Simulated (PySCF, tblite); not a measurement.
Isomers of C4H9O4P, one GFN2-xTB conformer each. Single-point energies are computed at PBE0/pcSseg-1 (PySCF, gas phase, no added dispersion term), electronic only.

| SMILES | GFN2-xTB relative energy (kJ/mol) |
| --- | --- |
| COP1(=O)OCCCO1 | 2.2 |
| CCOP1(=O)OCCO1 | 5.5 |
| CO[P@@]1(=O)OC[C@@H](C)O1 | 0.0 |

Conformers: `[CH3:1][O:2][P:3]1(=[O:4])[O:5][CH2:6][CH2:7][CH2:8][O:9]1` with C1–O2–P3–O4 -20°, O2–P3–O5–C6 -62°, P3–O5–C6–C7 -55°, O5–C6–C7–C8 59°, C6–C7–C8–O9 -60°; `[CH3:1][CH2:2][O:3][P:4]1(=[O:5])[O:6][CH2:7][CH2:8][O:9]1` with C1–C2–O3–P4 73°, C2–O3–P4–O5 28°, O3–P4–O6–C7 -87°, P4–O6–C7–C8 -2°, O6–C7–C8–O9 -17°, C7–C8–O9–P4 30°; `[CH3:1][O:2][P@@:3]1(=[O:4])[O:5][CH2:6][C@@H:7]([CH3:8])[O:9]1` with C1–O2–P3–O4 -12°, O2–P3–O5–C6 85°, P3–O5–C6–C7 9°, O5–C6–C7–C8 -112°, C6–C7–O9–P3 -23°.

Question: What does PBE0/pcSseg-1 give for the same structures?

Answer: 
```csv
SMILES,PBE0/pcSseg-1 E (Eh),PBE0/pcSseg-1 (kJ/mol),GFN2-xTB (kJ/mol),point group
COP1(=O)OCCCO1,-799.47052,0.0,2.2,C1
CO[P@@]1(=O)OC[C@@H](C)O1,-799.46829,5.9,0.0,C1
CCOP1(=O)OCCO1,-799.46694,9.4,5.5,C1
```

GFN2-xTB puts CO[P@@]1(=O)OC[C@@H](C)O1 lowest instead; measured from each level's own lowest isomer, the values differ by up to 5.9 kJ/mol (CO[P@@]1(=O)OC[C@@H](C)O1: 0.0 against 5.9). Neighbours under 10 kJ/mol apart (COP1(=O)OCCCO1 and CO[P@@]1(=O)OC[C@@H](C)O1; CO[P@@]1(=O)OC[C@@H](C)O1 and CCOP1(=O)OCCO1) can change places with a better method, another conformer or zero-point energy.

Question: Which frontier levels, dipoles and rotational constants go with these structures?

Answer: 
```tsv
SMILES	HOMO (eV, PBE0/pcSseg-1)	LUMO (eV)	dipole (D)	A, B, C (MHz)
COP1(=O)OCCCO1	-8.49	1.13	5.15	2422, 1195, 1158
CO[P@@]1(=O)OC[C@@H](C)O1	-8.28	1.14	4.33	2340, 1248, 1071
CCOP1(=O)OCCO1	-8.29	1.02	4.34	2548, 1140, 1052
```

Question: What happens when harmonic zero-point energies from GFN2-xTB frequencies are added?

Answer: 
```tsv
SMILES	ZPE (kJ/mol)	electronic (kJ/mol)	with ZPE (kJ/mol)
COP1(=O)OCCCO1	363.6	0.0	0.0
CO[P@@]1(=O)OC[C@@H](C)O1	361.7	5.9	3.9
CCOP1(=O)OCCO1	363.2	9.4	8.9
```

The zero-point energies span 1.9 kJ/mol. The order is unchanged.
